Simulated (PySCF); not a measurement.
# Removal energies of Tm(59+) from EOM-IP-GCCSD

Reference: closed-shell Tm(59+), [Ne]; one electron is removed. Calculated with PySCF 2.14, two-component X2C-1e with screened spin-orbit coupling, an even-tempered Gaussian basis (17 s from 9.9 bohr⁻², ratio 2.6; 13 p from 13 bohr⁻², ratio 2.6; 6 d from 13 bohr⁻², ratio 2.8; 3 f from 280 bohr⁻², ratio 2.8); frozen 1s2; the 48 highest virtual spinors dropped; of the others 52 kept and the rest restored at second order. No Breit or QED terms. Binding energies in eV.

```tsv
level	Koopmans	second order	EOM-CCSD
2s1/2	14812.3	14808.9	14809.0
2p1/2	14384.2	14381.6	14381.6
2p3/2	13363.7	13361.9	13362.0
```

For comparison, the ionisation energy of Tm(59+) is 13347 ± 7 eV (theoretical estimate listed by NIST; NIST Atomic Spectra Database, ionization energies).
